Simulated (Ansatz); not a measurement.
Coupled-cluster run, H9InO3Si3 (`[SiH3][O][In]([O][SiH3])[O][SiH3]`).

```yaml
crystal:
  periodic: [false, false, false]
  atoms:
    - {symbol: Si, position_ang: [0.854612, -3.024848, -0.338850]}
    - {symbol: O, position_ang: [0.411459, -1.689632, -1.174800]}
    - {symbol: In, position_ang: [-0.047411, 0.147353, -0.694994]}
    - {symbol: O, position_ang: [-0.400066, 1.455757, -2.093187]}
    - {symbol: Si, position_ang: [-0.807994, 3.041364, -2.120533]}
    - {symbol: O, position_ang: [-0.159616, 0.699216, 1.183597]}
    - {symbol: Si, position_ang: [-0.035175, -0.051090, 2.631380]}
    - {symbol: H, position_ang: [1.638787, -3.909807, -1.238017]}
    - {symbol: H, position_ang: [1.694574, -2.663861, 0.839898]}
    - {symbol: H, position_ang: [-0.340053, -3.762955, 0.154358]}
    - {symbol: H, position_ang: [-2.104918, 3.274457, -1.425966]}
    - {symbol: H, position_ang: [0.230619, 3.875084, -1.453521]}
    - {symbol: H, position_ang: [-0.932778, 3.461914, -3.539382]}
    - {symbol: H, position_ang: [-0.800335, 0.725630, 3.640782]}
    - {symbol: H, position_ang: [1.386806, -0.143385, 3.062104]}
    - {symbol: H, position_ang: [-0.588510, -1.435188, 2.567122]}
basis:
  gaussian: {orbitals: def2-TZVPP}
correlation: {method: ccsd_t}
output: {orbitals: {seedname: orbitals}}
```

```sh
$ ansatz run in.yaml --threads 2 --pin off --events-out ev --progress --plain --max-ram 32768MiB --backend cuda --devices 0, --max-vram 18GiB
```

Log, shortened:

```
Functional definition: HF
2489 factors; integrals over basis functions are off by at most 1.1e-3 eV
mean field evaluation 1: about -34988.9551 eV, gradient 6.8e1 eV
mean field evaluation 2: about -34989.3214 eV, gradient 6.8e1 eV
mean field evaluation 4: about -34998.0157 eV, gradient 4.7e0 eV
mean field evaluation 8: about -34998.1227 eV, gradient 2.9e-1 eV
mean field -34998.12295036 eV, -1286.1572958461 hartree, gradient 2.2e-6 eV, S^2 0.000000; 0 other end points of the search recorded, 0 dependent functions left out
22 core orbitals not correlated: weight in the atoms' cores, before any rotation towards them, 1.000 or more for the frozen orbitals, at most 0.000 for the correlated occupied ones
reference -34998.12295036 eV, -1286.1572958461 hartree; 26, 26 occupied and 347, 347 virtual orbitals, 2489 factors
second order -37.16023224 eV of doubles, -0.00000000 eV of singles
cycle   1  -37.16893416 eV  change   -8.7e-3 eV  update   1.7e-1
cycle   2  -38.23598646 eV  change    -1.1e0 eV  update   5.3e-2
cycle   3  -38.53614855 eV  change   -3.0e-1 eV  update   2.9e-2
cycle   4  -38.50869208 eV  change    2.7e-2 eV  update   7.2e-3
cycle   5  -38.50325811 eV  change    5.4e-3 eV  update   3.7e-3
cycle   6  -38.50594940 eV  change   -2.7e-3 eV  update   1.2e-3
cycle   7  -38.50548196 eV  change    4.7e-4 eV  update   5.7e-4
cycle   8  -38.50525631 eV  change    2.3e-4 eV  update   2.0e-4
cycle   9  -38.50540277 eV  change   -1.5e-4 eV  update   9.2e-5
cycle  10  -38.50542570 eV  change   -2.3e-5 eV  update   2.8e-5
perturbative correction -1.35076994 eV, -0.0496398799 hartree
Total energy: -35037.97914601 eV, -1287.6219840207 hartree
```

Hardware: 2 threads of an AMD EPYC 7R13 on a shared host and a share of an NVIDIA H100 80 GB. Wall time 39 s, peak host memory 1.6 GiB.

The correlation energy is -39.856 eV, 3.4 % of it from (T); the T1 diagnostic reads 0.0153.
